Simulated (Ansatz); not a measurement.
Gas-phase electronic energies from Ansatz, PBE0-D4/def2-TZVP geometries. CCSD(T)/CBS is the MP2 limit (def2-TZVPP, def2-QZVPP) plus CCSD(T) − MP2 in def2-TZVPP, frozen cores. This one scheme is used for every species. Functionals use def2-TZVPP. For Br outer-core shells are correlated without core-valence functions, which leaves a few kJ/mol of doubt a bond. Scalar relativity is left out up to krypton. One conformer a species, not always the lowest.

Consider the substitution at a C–Si bond: `NBC[SiH2]Cl` + HBr → `NBCBr` + `[SiH3]Cl`.

`NBC[SiH2]Cl`:

```xyz
12

N     0.406   -1.800    0.815
B     0.108   -1.144   -0.373
C     0.594    0.323   -0.648
Si   -0.671    1.581   -0.124
Cl   -0.873    1.537    1.933
H     0.071   -2.724    1.026
H     0.930   -1.379    1.565
H    -0.569   -1.726   -1.175
H     1.522    0.575   -0.122
H     0.754    0.492   -1.719
H    -2.010    1.303   -0.700
H    -0.261    2.962   -0.478
```

HBr:

```xyz
2

Br   -0.351    0.072   -0.613
H     0.351   -0.072    0.613
```

`NBCBr`:

Cartesian coordinates in Å:
```
N 0.455 -1.217 -0.610
B -0.015 0.078 -0.676
C -0.348 0.926 0.606
Br -0.045 0.002 2.300
H 0.605 -1.682 0.273
H 0.673 -1.771 -1.420
H -0.182 0.595 -1.746
H -1.395 1.234 0.620
H 0.254 1.835 0.653
```

`[SiH3]Cl`:

```xyz
5

Si   -0.022    0.113   -0.056
Cl    0.334   -1.698    0.843
H     0.737    0.165   -1.326
H     0.426    1.189    0.857
H    -1.475    0.231   -0.318
```

(1) Is it downhill or uphill in electronic energy at CCSD(T)/CBS, and by how much? (Estimate.)

(2) What do these levels give: ωB97M-V, SCS-MP2/def2-TZVPP, CCSD/def2-TZVPP, HF/def2-QZVPP, MP2/CBS(def2), CCSD/CBS(def2)? (An estimate is asked.)

Largest T1 diagnostic among the species: 0.011.

## Answers

(1) The calculation gave: Uphill: ΔE = +0.65 eV.

(2) Ansatz gave: ωB97M-V 0.68, SCS-MP2/def2-TZVPP 0.62, CCSD/def2-TZVPP 0.65, HF/def2-QZVPP 0.56, MP2/CBS(def2) 0.67, CCSD/CBS(def2) 0.65 eV.

The D4 term adds +0.06 eV with B3LYP and +0.04 eV with PBE0; it sums over pairs of atoms, weighted by their polarisabilities, and B3LYP, whose exchange is more repulsive, gets the larger term. In def2-TZVPP, CCSD(T) changes the Hartree–Fock value by +0.10 eV (the triples alone add +0.00 eV) and MP2 by +0.12 eV. From PBE to PBE0 (25 % exact exchange), in def2-TZVPP and without D4, ΔE moves by +0.03 eV.

B3LYP here is the variant with VWN-RPA as its local correlation; programs differ in this.
